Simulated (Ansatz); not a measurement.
Compare A (`[SiH3][CH2][SnH2][Cl]`) with its isomer B (`ClC[SiH2][SnH3]`).

Computed with Ansatz on PBE0-D4/def2-TZVP structures; ΔE is electronic, products minus reactants. CCSD(T)/CBS adds triple-zeta CCSD(T) − MP2 to the extrapolated MP2 energy (def2 sets, frozen cores). DFT in def2-TZVPP. B3LYP here is the variant with VWN-RPA as its local correlation; programs differ in this. def2 core potentials past Kr. For Sn outer-core shells are correlated without core-valence functions, which leaves a few kJ/mol of doubt a bond. Each species was taken in one conformer, which may not be the lowest.

Question: Which isomer does CCSD(T)/CBS put lower? Give the gap. (Best estimate.)

Answer: Computed: A, by 139.2 kJ/mol.

Question: Give E(B) − E(A) in kJ/mol with B3LYP-D4, ωB97M-V, PBE-D4, PBE0-D4, B3LYP, CCSD(T)/def2-TZVPP, CCSD/def2-TZVPP. (An estimate is asked.)

Answer: Ansatz gave: B3LYP-D4 129.7, ωB97M-V 132.4, PBE-D4 117.1, PBE0-D4 123.4, B3LYP 130.1, CCSD(T)/def2-TZVPP 134.5, CCSD/def2-TZVPP 136.0. None reverses the order clearly.

Largest T1 diagnostic: 0.012.

From PBE to PBE0 (25 % exact exchange), in def2-TZVPP and without D4, E(B) − E(A) moves by +6.3 kJ/mol. In def2-TZVPP, CCSD(T) changes the Hartree–Fock value by −14.6 kJ/mol (the triples alone add −1.5 kJ/mol) and MP2 by −5.9 kJ/mol.
